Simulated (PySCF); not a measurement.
# Vertical excitation energies

Compound: C8H5FO.
Bonds: F1–C2, C2–C3 (aromatic), C3–C4 (aromatic), C4–C5 (aromatic), C5–C6 (aromatic), C6–O7 (aromatic), O7–C8 (aromatic), C8–C9 (aromatic), C9–C10 (aromatic), C2–C10 (aromatic), C6–C10 (aromatic). Hydrogens: H11 on C3; H12 on C4; H13 on C5; H14 on C8; H15 on C9.

Method used: PySCF 2.14.0, density-fitted response routines, TDDFT PBE0/def2-SVPD, vertical, gas phase, core orbitals frozen in the response. Isolated species at its GFN2-xTB geometry, gas phase.

What does the calculation give for the low-lying excited states?

```csv
state,E (eV),λ (nm),f,symmetry,"main configurations (H = HOMO, L = LUMO)"
S1,5.13,241.8,0.012,A′,"H-1→L (49%), H→L+1 (38%), H→L (11%)"
S2,5.30,234.0,0.170,A′,H→L (79%)
S3,6.25,198.2,0.379,A′,"H→L+1 (48%), H-1→L (40%)"
S4,6.48,191.4,0.010,A″,H→L+2 (97%)
S5,6.66,186.2,0.042,A′,"H→L+3 (58%), H-2→L (27%), H-1→L+1 (12%)"
S6,6.77,183.0,0.0036,A″,H→L+4 (97%)
S7,6.79,182.7,0.406,A′,"H-1→L+1 (69%), H-2→L (15%)"
S8,7.02,176.6,0.0065,A″,"H→L+5 (57%), H-1→L+2 (37%)"
```

Triplets, Tamm–Dancoff:

| state | E (eV) | λ (nm) | main configurations (H = HOMO, L = LUMO) |
| --- | --- | --- | --- |
| T1 | 3.56 | 348.1 | H→L (90%) |
| T2 | 4.41 | 281.1 | H-1→L (67%), H→L+1 (18%) |
| T3 | 4.73 | 262.3 | H-1→L+1 (72%), H-1→L (14%) |

The lowest singlet lies at 5.13 eV (242 nm, ultraviolet) and is weak; its leading configuration is HOMO-1→LUMO (49%). The most intense listed level is S7 at 6.79 eV (183 nm, f = 0.406), 1.66 eV above S1. Löwdin shares by element: HOMO carbon 56% or more (atoms not listed hold the other 44%); LUMO carbon 59% or more (atoms not listed hold the other 41%). Weighted by f, the mean energy of these states is 6.32 eV. The oscillator strengths of these states sum to 1.031; summed over the whole spectrum of an exact calculation they would give the number of electrons, 70 (Thomas–Reiche–Kuhn). The listed states span 1.89 eV, and the widest gap between neighbours is 0.96 eV (S2 to S3). Symmetry labels in Cs follow from the direction of the transition dipole and are given only for states with f of 0.002 or more. Only the lowest 8 singlets were computed, as vertical energies without vibronic structure.
